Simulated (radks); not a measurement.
Results of a calculation; reference values are marked as such.
Ca3+, configuration [Ne] 3s1 3p5 4f1 (not the ground configuration). Level of theory: Dirac Kohn-Sham, RPBE, spin-unpolarised, spherical densities, finite nucleus; open shells are shared between the two j in proportion to 2j + 1; Fermi nuclear charge, rms radius 3.4776 fm (a radial shooting solver on a logarithmic mesh with Libxc functionals).

Unscreened Slater integrals over Kohn-Sham orbitals (cm^-1). Large and small components are both included. Empty in this configuration: 3d3/2.

\begin{tabular}{lr}
integral & value \\ \hline
F0(4f7/2,4f7/2) & 46651 \\
F2(4f7/2,4f7/2) & 25302 \\
F4(4f7/2,4f7/2) & 16706 \\
F6(4f7/2,4f7/2) & 12297 \\
F0(4f7/2,4f5/2) & 46653 \\
F2(4f7/2,4f5/2) & 25302 \\
F4(4f7/2,4f5/2) & 16706 \\
G2(4f7/2,4f5/2) & 25301 \\
G4(4f7/2,4f5/2) & 16705 \\
G6(4f7/2,4f5/2) & 12297 \\
F0(4f7/2,3p3/2) & 59054 \\
F2(4f7/2,3p3/2) & 9874.4 \\
G2(4f7/2,3p3/2) & 3268.5 \\
G4(4f7/2,3p3/2) & 2124.5 \\
F0(4f7/2,3p1/2) & 59059 \\
G4(4f7/2,3p1/2) & 2091.8 \\
F0(4f7/2,3d3/2) & 58802 \\
F2(4f7/2,3d3/2) & 11618 \\
G3(4f7/2,3d3/2) & 4064.3 \\
G5(4f7/2,3d3/2) & 2793.5 \\
F0(4f5/2,4f5/2) & 46654 \\
F2(4f5/2,4f5/2) & 25303 \\
F4(4f5/2,4f5/2) & 16706 \\
F0(4f5/2,3p3/2) & 59059 \\
F2(4f5/2,3p3/2) & 9877.1 \\
G2(4f5/2,3p3/2) & 3269.4 \\
G4(4f5/2,3p3/2) & 2125.1 \\
F0(4f5/2,3p1/2) & 59064 \\
G2(4f5/2,3p1/2) & 3220.2 \\
F0(4f5/2,3d3/2) & 58807 \\
F2(4f5/2,3d3/2) & 11621 \\
G1(4f5/2,3d3/2) & 7024.7 \\
G3(4f5/2,3d3/2) & 4066.2 \\
F0(3p3/2,3p3/2) & 170180 \\
F2(3p3/2,3p3/2) & 86615 \\
F0(3p3/2,3p1/2) & 170600 \\
G2(3p3/2,3p1/2) & 86790 \\
F0(3p3/2,3d3/2) & 160800 \\
F2(3p3/2,3d3/2) & 79184 \\
G1(3p3/2,3d3/2) & 98134 \\
G3(3p3/2,3d3/2) & 60483 \\
F0(3p1/2,3p1/2) & 171030 \\
F0(3p1/2,3d3/2) & 161180 \\
G1(3p1/2,3d3/2) & 98446 \\
F0(3d3/2,3d3/2) & 153360 \\
F2(3d3/2,3d3/2) & 74873 \\
\end{tabular}
